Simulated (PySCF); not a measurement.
ClSnN, singlet: computed properties

Computed with PySCF, PBE0, basis Sn def2-TZVP with ECP28, N def2-TZVP, Cl def2-TZVP (scalar-relativistic core potentials, no spin–orbit coupling, density fitting).

The structure is a minimum.

```json
{
  "Point group": "C∞v",
  "Bond lengths": "Sn–Cl 2.300 Å, Sn–N 1.821 Å",
  "Bond angles": "Cl–Sn–N 180.0°",
  "Dipole moment": "3.00 D",
  "Enthalpy at 298.15 K above 0 K": "13.79 kJ/mol",
  "Rotational constants": "0.07892 cm⁻¹",
  "Principal polarisabilities": "42.9, 42.9, 91.8 bohr³",
  "Principal quadrupole moments (Buckingham, traceless) about the centre of mass": "-11.50, 5.75, 5.75 D Å",
  "Lowest empty level": "-3.52 eV",
  "Highest occupied level": "-7.34 eV",
  "Entropy at 298.15 K and 1 bar": "284.5 J/(mol K)",
  "Zero-point energy": "8.4 kJ/mol",
  "Atomisation energy without zero-point energy": "476 kJ/mol",
  "Rotational symmetry number": "1",
  "Heat capacity Cp at 298.15 K": "54.2 J/(mol K)"
}
```

Harmonic modes (masses in u: Sn 119.902, N 14.003, Cl 34.969):
```tsv
symmetry	ω (cm⁻¹)	IR (km/mol, summed over degenerate members)	μ (u)
π	79	23.2	19.90
σ+	372	44.5	37.35
σ+	873	11.3	15.67
```

In C∞v the vibrations span π + 2σ+.

Charges (e):
```tsv
atom	Mulliken	Löwdin	polar tensor	Mayer order to Sn1
Sn1	0.74	0.30	0.76	–
N2	-0.48	-0.40	-0.35	2.67
Cl3	-0.26	0.10	-0.42	0.99
```

Mulliken populations on Sn1 (electrons outside its core potential): s 3.35, p 7.65, d 10.18, f 0.08.

Counting electrons, tin keeps none of its valence electrons outside its bonds, so the VSEPR class is AX2 and the expected shape is linear; with unlike ligands the computed point group is C∞v.

Other isomers or separated fragments may lie lower.

The final relaxation and frequency run took about 60 core-seconds on a shared host.
